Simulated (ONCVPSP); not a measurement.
P: one change to an ONCV potential, before and after

phosphorus (P), optimised norm-conserving Vanderbilt (ONCV), made with ONCVPSP 4.0.1 (PBE, scalar-relativistic). Core [Ne], reference 3s2 3p2 (charge +1). Waves: 3s: rc 1.30 bohr, ncon 4, nbas 8, qcut 5.1 1/bohr, 2 projectors, debl 3.4 Ha; 3p: rc 1.50 bohr, ncon 4, nbas 7, qcut 4.9 1/bohr, 2 projectors, debl 3.2 Ha; d scattering state at 0.17 Ha: rc 1.60 bohr, ncon 4, nbas 8, qcut 5.1 1/bohr, 2 projectors, debl 3.5 Ha. Local part: polynomial inside 0.85 bohr (lpopt 5, dvloc0 2 Ha). Core correction: Teter function fitted to the true core (icmod 2), fcfact 0.35.

All-electron outer shells of the reference configuration (PBE, scalar-relativistic, ld1.x):

```csv
shell,level (eV),outermost node (bohr),outermost maximum (bohr)
2s,-184.63,0.14,0.42
2p,-135.15,–,0.36
3s,-23.29,0.65,1.56
3p,-14.22,0.64,1.76
```

Change: local potential polynomial inside 0.85 bohr (lpopt 5, dvloc0 6 Ha).

Cutoffs: the cutoffs (Ha) at which the residual kinetic energy of the hardest occupied pseudo-wave falls to 1 and 0.1 mHa per electron; they do not see the model core or the augmentation charge, which bear on the density cutoff. Errors are all-electron minus pseudo energies relative to the spin-unpolarised reference configuration.

Problem. Predict the effect on cutoff, ghosts and configuration errors.

Solution. The potential gets neither clearly harder nor softer (11 Ha and 87 Ha → 11 Ha and 87 Ha); the errors of the 4 common tests hardly move; neither file shows a bound ghost.

```tsv
quantity	base	changed
cutoff, loose	11 Ha	11 Ha
cutoff, tight	87 Ha	87 Ha
bound ghosts	none	none
GHOST(+) flags under 300 eV	s at 109.6 eV	s at 135.4 eV
error for 3s2 3p3, meV [ΔE -9.73 eV]	+2.3	+2.3
error for 3s2 3p1, meV [ΔE 19.15 eV]	+6.2	+6.2
error for 3s2 3p0, meV [ΔE 48.89 eV]	+47	+47
error for 3s2 3p2.5, meV [ΔE -5.95 eV]	+1.0	+1.0
s: phases at 1.32 bohr within 0.05 rad from the reference energy up to (Ha; the scan ends near 5)	3.9	4.7
p: phases at 1.53 bohr within 0.05 rad from the reference energy up to (Ha; the scan ends near 5)	to the end of the scan	to the end of the scan
d: phases at 1.62 bohr within 0.05 rad from the reference energy up to (Ha; the scan ends near 5)	4.9	to the end of the scan
rms error of d²Exc/dni dnj with the model core, mHa	1.23	1.23
```

Base: The cutoffs count occupied waves only; projector 2 of the d channel, the hardest unoccupied one, needs 63 Ha at the loose tolerance. Changed file: The cutoffs count occupied waves only; projector 2 of the d channel, the hardest unoccupied one, needs 63 Ha at the loose tolerance.
